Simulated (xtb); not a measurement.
C$_{2}$H$_{7}$S, charge +1, singlet, from a rough starting geometry; GFN2-xTB (xtb).

xtb was given this input:
```
$ xtb mol.xyz --gfn 2 --chrg 1 --opt vtight --json

# file mol.xyz
10

C     -1.41840946     0.13234463     0.06063484
S      0.01098057    -0.86511138     0.47794773
C      1.42729818     0.16622294     0.08381566
H     -1.27186649     0.59802436    -0.92441553
H     -2.30427468    -0.45195544     0.11280065
H     -1.49024127     0.92742567     0.77575840
H      0.00514665    -1.60132821    -0.62091678
H      1.29421544     0.58797592    -0.88294214
H      2.35143182    -0.37105314     0.11895035
H      1.42708338     0.99960644     0.82497978
```

The log (banner, timings and long lists left out):

```
   ID    Z sym.   atoms
    1    6 C      1, 3
    2   16 S      2
    3    1 H      4-10

           -------------------------------------------------
          |                Calculation Setup                |
           -------------------------------------------------

           -------------------------------------------------
          |                 G F N 2 - x T B                 |
           -------------------------------------------------

          ...................................................
          :                      SETUP                      :
          :.................................................:
          :  # basis functions                  25          :
          :  # atomic orbitals                  24          :
          :  # shells                           14          :
          :  # electrons                        20          :
          :  max. iterations                   250          :
          :  Hamiltonian                  GFN2-xTB          :
          :  restarted?                      false          :
          :  GBSA solvation                  false          :
          :  PC potential                    false          :
          :  electronic temp.          300.0000000     K    :
          :  accuracy                    1.0000000          :
          :  -> integral cutoff          0.2500000E+02      :
          :  -> integral neglect         0.1000000E-07      :
          :  -> SCF convergence          0.1000000E-05 Eh   :
          :  -> wf. convergence          0.1000000E-03 e    :
          :  Broyden damping             0.4000000          :
          :  net charge                          1          :
          :  unpaired electrons                  0          :
          ...................................................

 iter      E             dE          RMSdq      gap      omega  full diag
   1    -10.7539761 -0.107540E+02  0.371E+00    6.64       0.0  T
   2    -10.7620203 -0.804419E-02  0.193E+00    6.51       1.0  T
   3    -10.7632905 -0.127025E-02  0.796E-01    6.40       1.0  T
   4    -10.7633264 -0.359360E-04  0.145E-01    6.35       1.0  T
   5    -10.7633380 -0.115245E-04  0.433E-02    6.36       1.0  T
   6    -10.7633381 -0.132892E-06  0.617E-03    6.36       5.1  T
   7    -10.7633381 -0.471114E-07  0.235E-03    6.36      13.5  T
   8    -10.7633381 -0.287413E-08  0.105E-03    6.36      30.0  T
   9    -10.7633381 -0.615612E-09  0.218E-04    6.36     145.1  T
  10    -10.7633381 -0.115286E-10  0.569E-05    6.36     555.4  T

   *** convergence criteria satisfied after 10 iterations ***

         :::::::::::::::::::::::::::::::::::::::::::::::::::::
         ::                     SUMMARY                     ::
         :::::::::::::::::::::::::::::::::::::::::::::::::::::
         :: total energy             -10.625463575538 Eh    ::
         :: gradient norm              0.059904382325 Eh/a0 ::
         :: HOMO-LUMO gap              6.364302529617 eV    ::
         ::.................................................::
         :: SCC energy               -10.763336774965 Eh    ::
         :: -> isotropic ES            0.105392723626 Eh    ::
         :: -> anisotropic ES         -0.005271046786 Eh    ::
         :: -> anisotropic XC          0.008089226216 Eh    ::
         :: -> dispersion             -0.003569964650 Eh    ::
         :: repulsion energy           0.137873199427 Eh    ::
         :: add. restraining           0.000000000000 Eh    ::
         :: total charge               1.000000000000 e     ::
         :::::::::::::::::::::::::::::::::::::::::::::::::::::

      -----------------------------------------------------------
     |                   =====================                   |
     |                        A N C O P T                        |
     |                   =====================                   |
     |               Approximate Normal Coordinate               |
[...]
 * total energy  :   -10.6254636 Eh     change       -0.1087130E-11 Eh
 * total energy  :   -10.6291130 Eh     change       -0.3649448E-02 Eh
 * total energy  :   -10.6294174 Eh     change       -0.3043597E-03 Eh
 * total energy  :   -10.6294420 Eh     change       -0.2457839E-04 Eh
 * total energy  :   -10.6294462 Eh     change       -0.4212472E-05 Eh
 * total energy  :   -10.6294470 Eh     change       -0.7933729E-06 Eh
 * total energy  :   -10.6294472 Eh     change       -0.1917417E-06 Eh
 * total energy  :   -10.6294473 Eh     change       -0.1801006E-06 Eh
 * total energy  :   -10.6294474 Eh     change       -0.8647876E-07 Eh
   *** GEOMETRY OPTIMIZATION CONVERGED AFTER 9 ITERATIONS ***
         :: total energy             -10.629447425293 Eh    ::
[...]
         9        2.0000           -0.6716449             -18.2764
        10        2.0000           -0.6568278             -17.8732 (HOMO)
        11                         -0.4227128             -11.5026 (LUMO)
        12                         -0.4211528             -11.4602
        13                         -0.2803971              -7.6300
        14                         -0.2378522              -6.4723
        15                         -0.2327173              -6.3326
        16                         -0.1753342              -4.7711
        17                         -0.0490997              -1.3361
        18                         -0.0301614              -0.8207
        19                          0.0082832               0.2254
        20                          0.0181994               0.4952
        21                          0.0399631               1.0875
       ...                                ...                  ...
        24                          0.2995199               8.1504
      -------------------------------------------------------------
                  HL-Gap            0.2341150 Eh            6.3706 eV
             Fermi-level           -0.5397703 Eh          -14.6879 eV

     #   Z          covCN         q      C6AA      α(0)
     1   6 C        3.744    -0.137    23.212     6.873
     2  16 S        2.861     0.334   128.176    19.055
     3   6 C        3.744    -0.137    23.212     6.873
     4   1 H        0.925     0.121     1.606     1.982
     5   1 H        0.925     0.128     1.547     1.945
     6   1 H        0.925     0.126     1.562     1.955
     7   1 H        0.921     0.189     1.159     1.683
     8   1 H        0.925     0.121     1.606     1.982
     9   1 H        0.925     0.128     1.547     1.945
    10   1 H        0.925     0.126     1.562     1.954

 Mol. C6AA /au·bohr⁶  :        869.380612
 Mol. C8AA /au·bohr⁸  :      25775.203862
 Mol. α(0) /au        :         46.246736

Wiberg/Mayer (AO) data.
largest (>0.10) Wiberg bond orders for each atom

 ---------------------------------------------------------------------------
     #   Z sym  total        # sym  WBO       # sym  WBO       # sym  WBO
 ---------------------------------------------------------------------------
     1   6 C    3.927 --     2 S    1.005     4 H    0.967     6 H    0.964
                             5 H    0.961
     2  16 S    3.026 --     3 C    1.005     1 C    1.005     7 H    0.938
     3   6 C    3.927 --     2 S    1.005     8 H    0.967    10 H    0.964
                             9 H    0.961
     4   1 H    0.985 --     1 C    0.967
     5   1 H    0.984 --     1 C    0.961
     6   1 H    0.984 --     1 C    0.964
     7   1 H    0.964 --     2 S    0.938
     8   1 H    0.985 --     3 C    0.967
     9   1 H    0.984 --     3 C    0.961
    10   1 H    0.984 --     3 C    0.964
 ---------------------------------------------------------------------------

Topologies differ in total number of bonds
Writing topology from bond orders to xtbtopo.mol

molecular dipole:
                 x           y           z       tot (Debye)
 q only:        0.015      -0.703       0.082
   full:        0.016      -0.637      -0.060       1.626
molecular quadrupole (traceless):
                xx          xy          yy          xz          yz          zz
 q only:        3.344       0.037      -0.079       0.048       0.496      -3.265
  q+dip:        2.682       0.023      -0.287       0.020       1.560      -2.395
   full:        3.173       0.029      -0.221       0.029       1.554      -2.952

optimized geometry written to: xtbopt.xyz

           -------------------------------------------------
          | TOTAL ENERGY              -10.629447425293 Eh   |
          | GRADIENT NORM               0.000047039404 Eh/α |
          | HOMO-LUMO GAP               6.370592789635 eV   |
           -------------------------------------------------
```
